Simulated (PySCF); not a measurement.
# Relaxation of triplet Ti(OH)₂

All numbers come from UPBE0/[Ti def2-TZVP, O def2-TZVP, H def2-TZVP], no relativity, density fitting, PySCF. A (50,194) grid was used.

A hand-made bent (heavy-atom frame) start, of C2 symmetry, held to at least that symmetry:

```xyz
5
charge 0 multiplicity 3, angstrom
Ti    0.0000    0.0000   -0.4823
O     1.6301    0.0000    0.6591
O    -1.6301    0.0000    0.6591
H     2.1356   -0.7354    1.0131
H    -2.1356    0.7354    1.0131
```

What forces act on the atoms at the start (eV/Å)?


| atom | Fx | Fy | Fz |
| --- | --- | --- | --- |
| Ti1 | 0.00 | 0.00 | 3.94 |
| O2 | -1.74 | -0.02 | -1.92 |
| O3 | 1.74 | 0.02 | -1.92 |
| H4 | -0.17 | 0.08 | -0.05 |
| H5 | 0.17 | -0.08 | -0.05 |

What does it relax to?

It ends at C2v with O–H 0.952 Å (×2), Ti–O 1.813 Å (×2); H–O–Ti 167.3° (×2), O–Ti–O 162.0° (after a last refinement on a finer grid). A frequency run shows a minimum.

How much energy is released, and in how many steps?

97.9 kJ/mol in 17 steps.

Open d and f shells are described by one determinant, and the ground state may have another occupation or spin.

The relaxation took 45 s on 4 threads of a shared Arm Neoverse V1 host, with 119 basis functions and 19 gradients; the process peaked at 0.79 GiB. Launch command: `OMP_NUM_THREADS=4 python axn.py task.json out`.
